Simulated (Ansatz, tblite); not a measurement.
Cost and result up the ladder for [GaCl4]- (GaCl₄⁻) (5 atoms). Total charge -1; singlet. Geometry: PBE-D4/def2-SVPD.

```xyz
5

Ga    0.0000    0.0000    0.0000
Cl    0.6118   -0.6413    2.0499
Cl    1.4824   -0.7555   -1.4898
Cl   -0.0761    2.2302   -0.0907
Cl   -2.0181   -0.8334   -0.4695
```

Ansatz on 4 threads of AMD EPYC 9B14 on a shared host; xTB runs through tblite on one thread. Times are rough, summed over both states, and most runs start from the orbitals of an earlier one. No level here is sound enough to serve as a yardstick. The other state is a doublet.

The xTB rows come from tblite. HOMO above LUMO, or a gap near zero within one spin, warns that the state may not be the lowest or that an electron is smeared out.

Raw xTB energies of ions are shifted by several eV.

```
               level  functions  wall time
            GFN1-xTB         45    0.013 s
            GFN2-xTB         45    0.014 s
   PBE-D4/def2-TZVPD        238       11 s
r2SCAN-D4/def2-TZVPD        238       25 s
```

Estimate what each level gives for the vertical IE (eV).


```csv
level,vertical IE (eV),remarks
GFN1-xTB,10.68,–
GFN2-xTB,10.12,–
PBE-D4/def2-TZVPD,5.69,gap within one spin near zero (doublet)
r2SCAN-D4/def2-TZVPD,5.98,gap within one spin near zero (doublet)
```
